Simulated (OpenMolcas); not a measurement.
3d3 along the 21-electron sequence

- Program: OpenMolcas 26.06
- Method: CASSCF
- Basis: ANO-RCC-VQZP
- Scalar Hamiltonian: DKH2, point nucleus
- Spin-orbit coupling: state interaction with AMFI integrals over the reference wave functions, term energies averaged over their components

Active space for each ion: 3 electrons in 5 orbitals (3d).

Computed levels in cm-1 above 4F 3/2:

```csv
Level,Mn4+,Fe5+,Co6+,Ni7+
4F 5/2,359,515,721,939
4F 7/2,850,1213,1689,2190
4F 9/2,1459,2072,2868,3699
4P 1/2,20586,23173,25623,28323
4P 3/2,20736,23365,25853,28583
2G 7/2,21100,23863,26469,29457
4P 5/2,21162,23998,26778,29824
2G 9/2,21603,24556,27391,30608
2P 1/2,27795,31410,34819,38693
weight of 4F in the lowest level (%),100,100,100,100
```

Measured, with the error of the calculation in %. Measured levels: Mn4+ from Corliss and Sugar, J. Phys. Chem. Ref. Data 6, 1253 (1977); Fe5+ from Corliss and Sugar, J. Phys. Chem. Ref. Data 11, 135 (1982); Co6+ from Sugar and Corliss, J. Phys. Chem. Ref. Data 10, 1097 (1981); Ni7+ from Corliss and Sugar, J. Phys. Chem. Ref. Data 10, 197 (1981).

```
 Level           Mn4+           Fe5+           Co6+           Ni7+
4F 5/2     359 (+0.1)     511 (+0.8)     698 (+3.3)    1012 (-7.2)
4F 7/2     835 (+1.7)    1188 (+2.1)    1610 (+4.9)    2184 (+0.3)
4F 9/2    1412 (+3.3)    2001 (+3.6)    2723 (+5.3)    3721 (-0.6)
4P 1/2  16434 (+25.3)  18738 (+23.7)  21096 (+21.5)  23261 (+21.8)
4P 3/2  16595 (+25.0)  18942 (+23.4)  21304 (+21.4)  23710 (+20.6)
2G 7/2  17892 (+17.9)  20616 (+15.7)                              
4P 5/2  17049 (+24.1)  19611 (+22.4)  22187 (+20.7)  24669 (+20.9)
2G 9/2  18399 (+17.4)  21315 (+15.2)                              
2P 1/2  23082 (+20.4)  26496 (+18.5)
```

The fine-structure level 4F 9/2 changes by a factor of 2.54 from Mn4+ to Ni7+. Its fourth root runs 6.18, 6.75, 7.32, 7.80, with steps per unit of Z of 0.57, 0.57, 0.48; equal steps would mean a (Z - σ)^4 law with constant σ.

4P 1/2 changes by a factor of 1.38 over the same range, with steps per unit of Z of +2590, +2450, +2700 cm-1.

Without dynamic correlation excited terms often stand tens of per cent too high (terms of higher spin than the ground term too low), and those without a measured partner can miss by more than the paired ones. Measured partners are found by configuration, term and J. A level has none where our copy of the source lacks it or the pairing is in doubt (some pairs that miss far off the trend of their configuration count as doubtful), and it then counts in no deviation. Levels of configurations outside the active space are missing.
